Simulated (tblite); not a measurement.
Record of a relaxation.

Compound: C4H6BF3O.
Numbering: `[CH2:1]=[CH:2][CH2:3][BH:4][O:5][C:6]([F:7])([F:8])[F:9]` (hydrogens: H10, H11 on C1; H12 on C2; H13, H14 on C3; H15 on B4)

Computed with GFN2-xTB (tblite), gas phase: L-BFGS steps from a force-field or distance-geometry start until the largest atomic force falls under 0.01 eV/Å. 7 of its 169 geometries are shown.

Step 0: E = -846.6421 eV, largest atomic force 2.894 eV/Å
```
atom  x, y, z in Å  |  force x, y, z in eV/Å
C1      2.328    1.027   -0.872   -0.148   0.890   0.899
C2      1.572    0.382    0.006    0.659   0.543  -0.282
C3      1.014   -0.977   -0.217   -0.969  -0.201  -0.468
B4     -0.583   -0.854   -0.122    0.342   0.657  -0.143
O5     -1.337    0.107   -0.899   -1.207  -0.863   2.455
C6     -2.555    0.298   -0.210    2.453  -0.966  -1.194
F7     -2.225    0.778    1.034   -1.363  -0.030  -1.393
F8     -3.060   -0.973   -0.026   -1.043   2.013  -0.197
F9     -3.390    1.111   -0.909    1.072  -1.373   1.556
H10     2.580    0.657   -1.837    0.066  -0.220  -0.313
H11     2.699    2.027   -0.610   -0.104  -0.553  -0.299
H12     1.371    0.849    0.968   -0.045  -0.222  -0.186
H13     1.369   -1.629    0.593   -0.031  -0.049  -0.491
H14     1.295   -1.352   -1.217    0.225   0.094   0.565
H15    -1.082   -1.443    0.791    0.093   0.278  -0.509
```

Step 28: E = -847.5917 eV, largest atomic force 0.065 eV/Å
```
atom  x, y, z in Å  |  force x, y, z in eV/Å
C1      2.337    1.076   -0.891   -0.039   0.002  -0.013
C2      1.611    0.416   -0.008    0.039  -0.052   0.008
C3      1.010   -0.950   -0.230    0.019   0.015   0.004
B4     -0.527   -0.965    0.134    0.014   0.036   0.013
O5     -1.280   -0.011   -0.487    0.012   0.062  -0.013
C6     -2.530    0.274   -0.201   -0.002  -0.010   0.021
F7     -2.657    0.887    0.987   -0.022   0.034   0.021
F8     -3.344   -0.791   -0.146   -0.014  -0.038  -0.042
F9     -3.044    1.099   -1.112   -0.021  -0.007  -0.003
H10     2.547    0.683   -1.873   -0.030  -0.010   0.038
H11     2.756    2.045   -0.671   -0.024  -0.035   0.002
H12     1.424    0.843    0.970    0.034  -0.025  -0.049
H13     1.562   -1.674    0.374    0.010   0.022  -0.022
H14     1.151   -1.224   -1.278    0.052   0.021   0.022
H15    -1.021   -1.699    0.905   -0.027  -0.013   0.012
```

Step 56: E = -847.6091 eV, largest atomic force 0.035 eV/Å
```
atom  x, y, z in Å  |  force x, y, z in eV/Å
C1      2.297    1.081   -0.934    0.007   0.007  -0.001
C2      1.705    0.389    0.021   -0.016   0.013   0.002
C3      1.021   -0.936   -0.166    0.003   0.008   0.006
B4     -0.524   -0.910    0.171   -0.004   0.005  -0.004
O5     -1.250    0.106   -0.382    0.018  -0.010  -0.020
C6     -2.542    0.285   -0.211   -0.006  -0.003  -0.005
F7     -2.837    0.834    0.976    0.007   0.019   0.029
F8     -3.270   -0.840   -0.283   -0.002  -0.015  -0.019
F9     -3.029    1.105   -1.142    0.008   0.020   0.001
H10     2.333    0.739   -1.955   -0.024  -0.013   0.012
H11     2.778    2.022   -0.731   -0.006   0.002  -0.015
H12     1.696    0.768    1.035   -0.007  -0.010   0.005
H13     1.535   -1.681    0.445    0.013  -0.010   0.007
H14     1.143   -1.237   -1.210    0.007  -0.002   0.001
H15    -1.061   -1.715    0.838    0.003  -0.011   0.002
```

Step 84: E = -847.6203 eV, largest atomic force 0.044 eV/Å
```
atom  x, y, z in Å  |  force x, y, z in eV/Å
C1      2.113    1.096   -0.983    0.005  -0.022   0.000
C2      1.718    0.367    0.043    0.004  -0.001  -0.006
C3      1.065   -0.983   -0.062   -0.023  -0.003  -0.012
B4     -0.495   -0.936    0.192   -0.001  -0.022  -0.003
O5     -1.161    0.119   -0.364    0.002   0.006   0.013
C6     -2.455    0.329   -0.249    0.001  -0.005  -0.002
F7     -2.820    0.676    0.995   -0.007  -0.003  -0.026
F8     -3.210   -0.735   -0.570    0.014  -0.008   0.012
F9     -2.844    1.317   -1.053    0.016   0.015   0.022
H10     2.014    0.752   -1.999   -0.028  -0.015  -0.010
H11     2.553    2.069   -0.857    0.022   0.007   0.027
H12     1.835    0.736    1.053   -0.014   0.019  -0.010
H13     1.560   -1.683    0.614   -0.017   0.038  -0.013
H14     1.214   -1.360   -1.078    0.023  -0.001   0.005
H15    -1.090   -1.756    0.789    0.005  -0.005   0.002
```

Step 112: E = -847.6284 eV, largest atomic force 0.078 eV/Å
```
atom  x, y, z in Å  |  force x, y, z in eV/Å
C1      1.989    1.055   -1.073    0.021   0.010  -0.039
C2      1.718    0.390    0.032   -0.010  -0.045   0.043
C3      1.094   -0.975    0.061    0.027   0.024   0.011
B4     -0.480   -0.967    0.147   -0.003  -0.005   0.048
O5     -1.099    0.203   -0.187    0.043  -0.033  -0.056
C6     -2.401    0.383   -0.213    0.010  -0.033   0.055
F7     -2.949    0.389    1.012   -0.046   0.014   0.041
F8     -3.068   -0.553   -0.905    0.004   0.003  -0.027
F9     -2.698    1.553   -0.771   -0.045   0.053  -0.023
H10     1.799    0.630   -2.044   -0.012   0.001  -0.047
H11     2.407    2.045   -1.062    0.037   0.031   0.019
H12     1.919    0.827    1.001   -0.038   0.027  -0.019
H13     1.521   -1.557    0.877    0.019  -0.046   0.037
H14     1.356   -1.507   -0.858   -0.005  -0.007  -0.018
H15    -1.112   -1.909    0.456   -0.003   0.005  -0.024
```

Step 140: E = -847.6462 eV, largest atomic force 0.018 eV/Å
```
atom  x, y, z in Å  |  force x, y, z in eV/Å
C1      2.289    0.976   -1.097    0.001  -0.001   0.001
C2      1.611    0.491   -0.075    0.001   0.001   0.004
C3      1.050   -0.897   -0.008   -0.001  -0.007  -0.002
B4     -0.525   -0.974    0.001    0.002  -0.006   0.010
O5     -1.200    0.210   -0.076   -0.003  -0.010  -0.001
C6     -2.506    0.348   -0.039   -0.005   0.007   0.002
F7     -2.999    0.254    1.207   -0.002  -0.013  -0.012
F8     -3.180   -0.554   -0.770    0.002   0.013   0.001
F9     -2.864    1.547   -0.497   -0.008  -0.005   0.004
H10     2.499    0.382   -1.973    0.004   0.001   0.003
H11     2.664    1.985   -1.106   -0.001  -0.007  -0.005
H12     1.409    1.110    0.789    0.005   0.003  -0.004
H13     1.424   -1.390    0.896    0.000   0.002   0.002
H14     1.434   -1.489   -0.843    0.001   0.005  -0.008
H15    -1.110   -1.992    0.064    0.004   0.017   0.004
```

Step 168: E = -847.6532 eV, largest atomic force 0.009 eV/Å
```
atom  x, y, z in Å  |  force x, y, z in eV/Å
C1      2.337    0.912   -1.163    0.000  -0.003   0.004
C2      1.611    0.523   -0.131    0.003   0.004  -0.005
C3      1.044   -0.854    0.033   -0.001   0.000   0.000
B4     -0.531   -0.933    0.047   -0.002  -0.001   0.001
O5     -1.218    0.246   -0.022   -0.003  -0.004   0.001
C6     -2.531    0.336   -0.021   -0.004   0.000   0.000
F7     -3.097   -0.152    1.095    0.003   0.002  -0.006
F8     -3.114   -0.312   -1.041    0.004   0.005   0.006
F9     -2.913    1.609   -0.112    0.001  -0.005   0.001
H10     2.582    0.241   -1.971   -0.003   0.002   0.004
H11     2.718    1.915   -1.246   -0.001  -0.001  -0.001
H12     1.376    1.216    0.664    0.000   0.000  -0.004
H13     1.410   -1.278    0.974    0.001  -0.001   0.002
H14     1.433   -1.508   -0.751    0.003   0.000  -0.001
H15    -1.111   -1.953    0.117    0.000   0.004  -0.002
```

Q: Summarise the path.

A: The energy falls by 97.56 kJ/mol from step 0 to step 168; nine tenths of that is first reached at step 16. It rises by more than 0.2 meV at step 113. The largest force goes from 2.894 to 0.009 eV/Å. Among the bonds O5–C6 changes most, from 1.412 to 1.315 Å; the atoms move by 0.699 Å rms after alignment.

Q: Follow the three bonds and two angles with the largest change from start to end.

A: 
```
step  E above end (kJ/mol)  largest force (eV/Å)  O5–C6 (Å)  B4–O5 (Å)  C6–F8 (Å)  B4–O5–C6 (°)  O5–C6–F8 (°)
   0                 97.56                 2.894      1.412      1.448      1.380         106.1         104.9
   7                 23.67                 0.512      1.324      1.379      1.354         113.1         114.9
  15                 10.06                 0.334      1.320      1.377      1.346         121.8         115.1
  22                  6.73                 0.104      1.315      1.366      1.342         125.6         114.9
  29                  5.86                 0.075      1.314      1.365      1.341         125.3         114.4
  37                  5.38                 0.052      1.315      1.367      1.342         124.5         114.3
  44                  5.00                 0.060      1.315      1.366      1.342         125.3         113.9
  51                  4.47                 0.082      1.316      1.366      1.343         124.3         114.2
  58                  4.23                 0.024      1.316      1.366      1.342         124.8         114.2
  66                  4.09                 0.035      1.316      1.367      1.342         124.6         114.3
  73                  3.89                 0.063      1.315      1.366      1.342         124.8         114.0
  80                  3.40                 0.076      1.316      1.367      1.344         124.4         114.3
  88                  3.09                 0.028      1.315      1.366      1.342         124.8         113.9
  95                  3.02                 0.018      1.315      1.366      1.343         124.8         113.8
 102                  2.95                 0.043      1.315      1.367      1.343         124.7         113.8
 110                  2.57                 0.050      1.314      1.365      1.343         124.7         113.7
 117                  1.89                 0.058      1.314      1.365      1.342         125.4         114.0
 124                  1.27                 0.145      1.315      1.367      1.342         125.0         114.1
 131                  0.83                 0.066      1.315      1.364      1.342         125.8         114.4
 139                  0.69                 0.017      1.315      1.365      1.342         125.5         114.4
 146                  0.65                 0.024      1.315      1.366      1.342         125.6         114.4
 153                  0.44                 0.218      1.315      1.366      1.345         124.8         114.0
 161                  0.07                 0.053      1.315      1.367      1.343         124.0         113.7
 168                  0.00                 0.009      1.315      1.367      1.342         124.1         113.5
```

The cost below is that of the whole relaxation. Hardware: an Arm Neoverse N1 with one thread, shared host with 64 logical CPUs at a one-minute load of 60. Cost: 1.6 s wall.
